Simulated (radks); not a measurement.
All-electron atom: Cu12+ in [Ne] 3s2 3p5 (the NIST ground configuration). Method: scalar-relativistic Kohn-Sham, r2SCAN, spin-polarised, spherical densities, finite nucleus; open shells are filled with parallel spins first; meta-GGA in the generalised Kohn-Sham scheme; Fermi nuclear charge, rms radius 3.8823 fm; computed with a radial shooting solver on a logarithmic mesh with Libxc functionals.

Radial electron density D(r) = 4 pi r^2 rho(r):

| r (bohr) | D(r) (e/bohr) | spin D(r) |
|---|---|---|
| 0.003389 | 2.227 | 0.0000596 |
| 0.003791 | 2.708 | 0.0000776 |
| 0.004274 | 3.329 | 0.000104 |
| 0.004781 | 4.024 | 0.000138 |
| 0.005348 | 4.847 | 0.000185 |
| 0.005981 | 5.816 | 0.000251 |
| 0.00669 | 6.947 | 0.000344 |
| 0.007483 | 8.260 | 0.000478 |
| 0.00837 | 9.767 | 0.000669 |
| 0.009362 | 11.48 | 0.000944 |
| 0.01047 | 13.40 | 0.00134 |
| 0.01171 | 15.53 | 0.00192 |
| 0.0131 | 17.84 | 0.00277 |
| 0.01465 | 20.30 | 0.00399 |
| 0.01639 | 22.87 | 0.00575 |
| 0.01833 | 25.47 | 0.00829 |
| 0.0205 | 28.00 | 0.0119 |
| 0.02293 | 30.36 | 0.0171 |
| 0.02586 | 32.54 | 0.0250 |
| 0.02892 | 34.12 | 0.0354 |
| 0.03235 | 35.13 | 0.0496 |
| 0.03618 | 35.50 | 0.0689 |
| 0.04047 | 35.21 | 0.0945 |
| 0.04527 | 34.29 | 0.128 |
| 0.05063 | 32.90 | 0.170 |
| 0.05664 | 31.28 | 0.222 |
| 0.06335 | 29.76 | 0.285 |
| 0.07085 | 28.69 | 0.356 |
| 0.07925 | 28.41 | 0.432 |
| 0.08864 | 29.13 | 0.508 |
| 0.09915 | 30.89 | 0.576 |
| 0.1109 | 33.45 | 0.623 |
| 0.124 | 36.34 | 0.636 |
| 0.1387 | 38.86 | 0.606 |
| 0.1564 | 40.30 | 0.518 |
| 0.175 | 39.81 | 0.390 |
| 0.1957 | 37.26 | 0.235 |
| 0.2189 | 32.83 | 0.0892 |
| 0.2448 | 27.19 | -0.00243 |
| 0.2739 | 21.38 | 0.00957 |
| 0.3063 | 16.47 | 0.164 |
| 0.3426 | 13.31 | 0.467 |
| 0.3832 | 12.15 | 0.883 |
| 0.4286 | 12.58 | 1.34 |
| 0.4794 | 13.70 | 1.74 |
| 0.5363 | 14.45 | 1.97 |
| 0.5998 | 14.07 | 1.96 |
| 0.6709 | 12.37 | 1.73 |
| 0.7504 | 9.700 | 1.36 |
| 0.8394 | 6.724 | 0.939 |
| 0.9464 | 3.918 | 0.545 |
| 1.059 | 2.039 | 0.282 |
| 1.184 | 0.9068 | 0.125 |
| 1.324 | 0.3397 | 0.0464 |
| 1.481 | 0.1055 | 0.0143 |
| 1.657 | 0.02666 | 0.00356 |
| 1.853 | 0.005364 | 0.000706 |
| 2.073 | 0.0008390 | 0.000108 |

D(r) has 3 maxima, at r = 0.0365, 0.162, 0.549 bohr, and minima at 0.0774, 0.389 bohr, inside which lie 2.09, 10.39 electrons.
